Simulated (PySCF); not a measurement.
C3H5O2, doublet, at a GFN2-xTB geometry. Base run: B3LYP/3-21G in PySCF.

Here is a job for PySCF.
```python
from pyscf import gto, scf, dft

mol = gto.M(
    atom='''
C    -1.80024787   -0.16287169    0.12684797
C    -0.52467360   -0.78218325    0.65886679
O     0.53536223    0.24228204    0.78558465
C     1.19052419    0.62217988   -0.23744781
O     1.20864104    0.34641055   -1.40277582
H    -1.63632647    0.23901801   -0.87070106
H    -2.13282420    0.64024248    0.78013088
H    -2.57808951   -0.92051254    0.07413738
H    -0.64538024   -1.16671963    1.67153298
H    -0.15302218   -1.56431865   -0.00717255
''',
    basis='3-21g',
    spin=1,
    verbose=3,
)

mf = dft.UKS(mol)
mf.xc = 'b3lyp'
mf.kernel()
```

Each row names what was changed in the base input (with any setting that the change needs).

```json
[
 {"change": "base", "ΔE vs base (mEh)": "0.000", "fitting functions": "-", "dipole (D)": "3.34"},
 {"change": "auxbasis = def2-tzvp-ri", "ΔE vs base (mEh)": "-0.364", "fitting functions": "455", "dipole (D)": "3.34"},
 {"change": "auxbasis = def2-universal-jkfit", "ΔE vs base (mEh)": "-0.127", "fitting functions": "469", "dipole (D)": "3.34"},
 {"change": "auxbasis = def2-universal-jfit", "ΔE vs base (mEh)": "-0.014", "fitting functions": "300", "dipole (D)": "3.34"},
 {"change": "only_dfj = on; auxbasis = def2-universal-jfit", "ΔE vs base (mEh)": "-0.575", "fitting functions": "300", "dipole (D)": "3.34"},
 {"change": "auxbasis = cc-pvtz-ri", "ΔE vs base (mEh)": "-0.335", "fitting functions": "555", "dipole (D)": "3.34"},
 {"change": "auxbasis = autoaux", "ΔE vs base (mEh)": "-3.794", "fitting functions": "410", "dipole (D)": "3.36"},
 {"change": "auxbasis = cc-pvqz-jkfit", "ΔE vs base (mEh)": "-0.070", "fitting functions": "785", "dipole (D)": "3.34"},
 {"change": "auxbasis = def2-svp-ri", "ΔE vs base (mEh)": "-14.347", "fitting functions": "310", "dipole (D)": "3.34"},
 {"change": "auxbasis = cc-pvdz-jkfit", "ΔE vs base (mEh)": "-0.159", "fitting functions": "465", "dipole (D)": "3.34"}
]
```

A fitting set is made for a task (jfit for Coulomb, jkfit for Coulomb and exchange, ri for correlation) and for a family of orbital bases.

Open shells are given as the SCF converged; they aren't shown to be the lowest states, and a large step between rows can be another state.
